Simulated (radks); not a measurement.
Results of a calculation; reference values are marked as such.
Problem. Ionisation of F, [He] 2s2 2p5, to F+, [He] 2s2 2p4, under several functionals. Scalar-relativistic Kohn-Sham, spin-unpolarised, spherical densities, point nucleus; a radial shooting solver on a logarithmic mesh with Libxc functionals. Known Delta-SCF values: LDA (Slater exchange, Perdew-Zunger correlation) 19.555 eV. What does exchange-only B88 give, and what is its highest occupied eigenvalue?

Solution. 18.400 eV by Delta-SCF; the 2p eigenvalue is -10.182 eV. NIST: 17.423 eV (measured).

Beside tabulated values, note that spin-unpolarised runs miss the spin-polarisation part of the exchange energy of open shells.
